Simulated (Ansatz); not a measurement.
Program: Ansatz. Geometries: PBE0-D4/def2-TZVP. ΔE: electronic, gas phase. CCSD(T)/CBS is the MP2 limit (def2-TZVPP, def2-QZVPP) plus CCSD(T) − MP2 in def2-TZVPP, frozen cores. This one scheme is used for every species. DFT in def2-TZVPP. def2 core potentials past Kr. For I outer-core shells are correlated without core-valence functions, which leaves a few kJ/mol of doubt a bond.

`[SiH3]C1C=C1` + HI → `IC1C=C1` + SiH₄  (substitution at a C–Si bond)

```tsv
level	ΔE (eV)
B97M-V	0.14
BHLYP-D4	0.12
ωB97X-V	0.16
PBE-QIDH	0.14
r2SCAN	0.08
HF/def2-SVP	0.17
CCSD/def2-SVP	0.21
SCS-MP2/def2-QZVPP	0.10
```

Question: What does CCSD(T)/CBS give? (An estimate is asked.)

Answer: Computed: +0.13 eV. The listed levels differ from it by 0.01, -0.01, 0.03, 0.01, -0.05, 0.04, 0.08, -0.03 eV.

Question: What do rigid-rotor, harmonic-oscillator terms from PBE0-D4/def2-TZVP frequencies (298.15 K, 1 bar) make of the CCSD(T)/CBS value? (Estimate.)

Answer: Ansatz gave: ΔZPE = +0.04 eV, ΔH = +0.16 eV, ΔS = -8 J/(mol·K), ΔG = +0.18 eV.

Largest T1 diagnostic among the species: 0.011.

Leaving LDA and LC-ωPBE aside and taking each functional with its dispersion term where it has one, the values, not all of them listed here, spread over 0.14 eV, from BLYP-D4 to ωB97M-V. LDA lies +0.06 eV from PBE without D4. At CCSD(T), def2-SVP lies +0.06 eV from the extrapolated value and def2-TZVPP +0.03 eV. From PBE to PBE0 (25 % exact exchange), in def2-TZVPP and without D4, ΔE moves by +0.04 eV.
